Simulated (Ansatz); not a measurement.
Consider the hydrogen abstraction from the Sn–H bond: `[OH][SnH]([OH])[Cl]` + H• → `[OH][Sn]([OH])[Cl]`• + H₂.

Program: Ansatz. Geometries: PBE0-D4/def2-TZVP. ΔE: electronic, gas phase. CCSD(T)/CBS adds triple-zeta CCSD(T) − MP2 to the extrapolated MP2 energy (def2 sets, frozen cores). This one scheme is used for every species, atoms too. No spin–orbit coupling; open shells (•) take unrestricted orbitals. def2 core potentials past Kr. For Sn outer-core shells are correlated without core-valence functions, so the limit isn't a true one: a few kJ/mol of doubt a bond, and 10 to 20 or more in all where bonds break to atoms. One conformer a species, not always the lowest.

```tsv
species	CCSD(T)/def2-SVP energy (Eh)
`[OH][SnH]([OH])[Cl]`	-824.77764
H•	-0.49928
`[OH][Sn]([OH])[Cl]`•	-824.15979
H₂	-1.16345
```

**Question.** Work out ΔE.

**Answer.** ΔE = (-824.15979) + (-1.16345) − (-824.77764) − (-0.49928) = -0.04632 Eh = -121.6 kJ/mol. CCSD(T)/CBS gives -133.9 kJ/mol.

Largest T1 diagnostic among the species: 0.018.

Leaving LDA and LC-ωPBE aside and taking each functional with its dispersion term where it has one, the values, not all of them listed here, spread over 53.4 kJ/mol, from BLYP-D4 to PBE-QIDH. LDA lies +6.8 kJ/mol from PBE without D4. From PBE to PBE0 (25 % exact exchange), in def2-TZVPP and without D4, ΔE moves by +17.4 kJ/mol.
